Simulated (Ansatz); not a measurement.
A structure relaxed at PBE0-D4/def2-TZVP, charge 0, multiplicity 1:

Cartesian coordinates in Å:
```
C -1.0454 0.6381 1.8296
C 0.1899 0.8428 1.3775
Si 1.0035 -0.2468 0.1274
N 0.3129 -1.7980 0.2014
F 2.5710 -0.2140 0.4231
O 0.9067 0.3031 -1.4044
C -0.3050 0.5459 -2.0809
H -1.6390 -0.2081 1.4946
H -1.5168 1.3004 2.5506
H 0.7348 1.7103 1.7465
H 0.1759 -2.2573 1.0869
H 0.4887 -2.4646 -0.5333
H -0.9037 1.3062 -1.5675
H -0.0678 0.9075 -3.0827
H -0.9057 -0.3655 -2.1689
```

Task: Give its formula and SMILES.

Result: C3H8FNOSi, `C=C[Si](N)(F)OC`.

Task: Point group (tolerance 0.08 Å, 0.16 Å for H)?

Result: C1.

Task: Summarise the bond lengths by kind.

Result: 1 × C–C 1.331 Å; 6 × C–H 1.087 to 1.095 Å; 1 × C–Si 1.847 Å; 1 × N–Si 1.700 Å; 1 × F–Si 1.595 Å; 1 × O–Si 1.630 Å; 2 × H–N 1.007 Å; 1 × C–O 1.409 Å.

Results of the Gaussian-basis code of Ansatz.
